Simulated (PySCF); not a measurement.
Simulated C 1s region for `CC#C[Si@@H]1OCC[C@H]1F`, binding energy against the vacuum level.

Every computed line was given a Gaussian of 0.7 eV full width at half maximum and an area set by the number of equivalent atoms; the highest printed point is 100. Theory: delta-SCF UKS SCAN, pcX-2 on the ionised atom, pcseg-1 elsewhere, spin-free X2C (PySCF).

```csv
binding energy (eV),intensity
288.7,0
288.8,1
288.9,1
289.0,3
289.1,6
289.2,11
289.3,17
289.4,25
289.5,31
289.6,36
289.7,37
289.8,35
289.9,31
290.0,28
290.1,27
290.2,30
290.3,36
290.4,45
290.5,53
290.6,60
290.7,62
290.8,60
290.9,55
291.0,46
291.1,36
291.2,28
291.3,24
291.4,24
291.5,31
291.6,44
291.7,61
291.8,78
291.9,92
292.0,100
292.1,99
292.2,89
292.3,73
292.4,54
292.5,37
292.6,22
292.7,12
292.8,6
292.9,3
293.0,1
293.1,0
293.2,0
```

Q: How many maxima does the curve show, and how many computed lines lie under it?

A: The curve has 3 maxima (at 289.7, 290.7 and 292.0 eV). Under it lie 6 lines from 6 inequivalent carbon sites. At this width some lines have no maximum of their own.

Q: Decompose the envelope and assign each component. Numbering: `[CH3:1][C:2]#[C:3][Si@@H:4]1[O:5][CH2:6][CH2:7][C@H:8]1[F:9]`.

A: 
```tsv
position (eV)	relative area	line	atoms	environment
289.67	1	C 1s	C3	alkyne carbon
290.54	1	C 1s	C2	alkyne carbon
290.88	1	C 1s	C7	ring CH2 carbon
291.85	1	C 1s	C1	propargylic carbon
292.09	1	C 1s	C6	sp3 carbon bound to oxygen
292.16	1	C 1s	C8	sp3 C–F carbon
```

Q: What are the centre and the root-mean-square width of the whole band?

A: The area-weighted mean of the lines is 291.20 eV. Their own spread about it is 0.91 eV (rms) and each Gaussian has σ = 0.7/2.355 = 0.30 eV; the variances add, which gives 0.96 eV.

Lowest listed C 1s: C3, bonded to C (triple bond) and Si. Highest, 2.49 eV above it: C8, bonded to F, C, H and Si. The widest gap between neighbouring values is 0.97 eV, between 290.88 and 291.85 eV. Summing the Pauling electronegativity differences to the bonded atoms, each weighted by its formal bond order, gives -0.65 for the lowest site and +0.43 for the highest; no listed site has a larger sum than the highest. The smallest sum, -1.05, belongs to C1, 2.18 eV above the lowest.

No satellites, vibrations or lifetime broadening are included. The unrestricted hole states depart most from a pure doublet (⟨S²⟩ = 0.75; over 0.85 named) for C 1s of C2 (0.87), which makes this value less certain. The structure is a single PBE0-D3(BJ)/def2-SVP conformer in the gas phase; no vibrational or solvent corrections.
